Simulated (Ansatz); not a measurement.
The pair A = CH4O (SMILES CO) (first 6 atoms), B = C2H6 (SMILES CC); geometry from B3LYP-D3(BJ)/def2-TZVP.
(charge 0, multiplicity 1):
```xyz
14

C     -0.634     0.241     0.053
O      0.683    -0.155     0.408
H     -1.248    -0.609    -0.265
H     -0.541     0.931    -0.785
H     -1.143     0.759     0.873
H      0.629    -0.771     1.146
C     -0.122    -0.759     3.701
C      0.149     0.739     3.805
H     -0.498    -1.166     4.642
H      0.788    -1.312     3.454
H     -0.872    -0.978     2.937
H     -0.762     1.289     4.048
H      0.540     1.136     2.867
H      0.881     0.953     4.585
```

Cores are frozen in the correlated methods. MP2 and its Hartree–Fock in aug-cc-pVTZ are density fitted.

Codes used: Ansatz (a program for electronic structure). Values without a source in brackets are computed.

The counterpoise-corrected interaction energy is E(AB) − E(A in the pair's basis) − E(B in the pair's basis). Total energies (hartree):

| level | AB | A in the pair's basis | B in the pair's basis |
|---|---|---|---|
| HF/aug-cc-pVDZ | -194.2979535 | -115.0618487 | -79.2374840 |
| MP2/aug-cc-pVDZ | -194.9764802 | -115.4227383 | -79.5516285 |
| HF/aug-cc-pVTZ | -194.3509293 | -115.0920517 | -79.2602120 |
| MP2/aug-cc-pVTZ | -195.1675139 | -115.5293516 | -79.6354935 |
| CCSD(T)/aug-cc-pVDZ | -195.0567553 | -115.4565571 | -79.5980225 |

### Question
Work out the counterpoise-corrected interaction energy at the basis-set limit: extrapolate the MP2 correlation part as X⁻³, take Hartree–Fock from the larger set, and add the CCSD(T) − MP2 difference of aug-cc-pVDZ.

### Answer

1. Differences (1 hartree = 627.509 kcal/mol): HF/aug-cc-pVDZ 0.865; MP2/aug-cc-pVDZ -1.326; HF/aug-cc-pVTZ 0.837; MP2/aug-cc-pVTZ -1.675; CCSD(T)/aug-cc-pVDZ -1.365.
2. Correlation parts, MP2 less HF: -2.192 in aug-cc-pVDZ (X = 2), -2.512 in aug-cc-pVTZ (X = 3).
3. Limit (3³·(-2.512) − 2³·(-2.192))/(3³ − 2³) = -2.647; with HF/aug-cc-pVTZ it gives -1.810.
4. CCSD(T) less MP2 in aug-cc-pVDZ: -0.039.
Result: -1.85 kcal/mol, against -1.33 at MP2/aug-cc-pVDZ. It is an estimate of this method's limit, not of the exact value.
